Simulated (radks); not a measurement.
Ce41+, configuration [Ne] 3s2 3p5 (the NIST ground configuration). Calculated with a radial shooting solver on a logarithmic mesh with Libxc functionals: Dirac Kohn-Sham, PBE, spin-unpolarised, spherical densities, finite nucleus; open shells are shared between the two j in proportion to 2j + 1; Fermi nuclear charge, rms radius 4.8771 fm. Some entries of the table are withheld. Estimate them.

orbital     occ.  eigenvalue (hartree)  <r^2> (bohr^2)
1s1/2          2             -1568.717             (1)
2s1/2          2             -323.9151         0.01269
2p1/2          2                   (2)             (3)
2p3/2          4                   (4)             (5)
3s1/2          2             -124.0419         0.07389
3p1/2    1.66667             -119.4812         0.06754
3p3/2    3.33333             -115.3522         0.07260

Answer. 
(1) 1s1/2 <r^2> (bohr^2): 0.0008207
(2) 2p1/2 eigenvalue (hartree): -311.6731
(3) 2p1/2 <r^2> (bohr^2): 0.009286
(4) 2p3/2 eigenvalue (hartree): -294.9251
(5) 2p3/2 <r^2> (bohr^2): 0.01048
